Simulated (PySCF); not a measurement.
Level of theory: ωB97X-D3(BJ)/def2-TZVP // PBE0-D3(BJ)/def2-TZVP in PySCF. All species are isolated molecules in the gas phase. 

Reference species (SMILES): `[Al]([I])[I]` (neutral, multiplicity 2).

```
Quantity        Value
-------------  ------
dipole moment  1.14 D
```

Changed species: `[I][AlH]` (radical fragment; the reference has radical fragment).

What does the change do to the dipole moment?

the dipole moment increases by 0.30 D, to 1.44 D.
